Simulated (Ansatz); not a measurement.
System: sum formula BN2H5Br, charge 1, multiplicity 1. It need not be the lowest isomer of its formula. 
Geometry from a B3LYP-D3(BJ)/def2-TZVP (Ansatz, an electronic-structure program) optimisation:
SMILES: NB([NH3+])Br
```xyz
9

N      0.9167    -1.7120    -0.6835
B     -0.0429    -0.8129    -0.3121
N     -1.5476    -1.2431    -0.4385
Br     0.2209     0.9384     0.3558
H      1.8990    -1.4824    -0.6207
H      0.7544    -2.6432    -1.0380
H     -2.0114    -1.1836     0.4731
H     -2.0513    -0.5958    -1.0526
H     -1.6899    -2.1894    -0.7993
```
Charge +1, spin multiplicity 1.

Total electronic energies in hartree. Cores are frozen in the correlated levels unless marked. Spin-orbit coupling is left out. The frozen core is the preceding noble-gas configuration, with the filled d and f shells of earlier blocks. Non-relativistic. Basis-set limits of correlation are two-point, X^-3; Hartree-Fock from the larger set. The bracket is a focal-point correction in the basis named.

```tsv
level	program	energy (Eh)
PBE/def2-TZVPD	Ansatz	-2710.87548
PBE-D4/def2-TZVPD	Ansatz + dftd4	-2710.88111
BLYP/def2-TZVPD	Ansatz	-2711.41054
B3LYP-D4/def2-TZVPD	Ansatz + dftd4	-2711.48296
PBE0/def2-QZVPP	Ansatz	-2711.04288
r2SCANh-D4/def2-TZVPD	Ansatz + dftd4	-2711.34077
r2SCAN0-D4/def2-TZVPD	Ansatz + dftd4	-2711.33169
HSE06/def2-TZVPD	Ansatz	[?]
LC-wPBE-D3(BJ)/def2-TZVPD	Ansatz + dftd3	-2711.00451
LC-wPBE-D4/def2-TZVPD	Ansatz + dftd4	-2711.00450
B2PLYP-D3(BJ)/def2-TZVPD	Ansatz + dftd3	[?]
SCS-MP2/cc-pVQZ	Ansatz	-2709.65041
CCSD(T)/6-31G*	Ansatz	-2709.05054
RI-MP2/CBS(cc-pVTZ,cc-pVQZ)+[CCSD(T)-MP2]/cc-pVDZ	Ansatz	-2709.7423
CCSD(T)/CBS(cc-pVTZ,cc-pVQZ)	Ansatz	-2709.7466
```

### Question
Fill in the missing entries.

### Answer

- HSE06/def2-TZVPD, energy (Eh): -2710.97698
- B2PLYP-D3(BJ)/def2-TZVPD, energy (Eh): -2710.91089
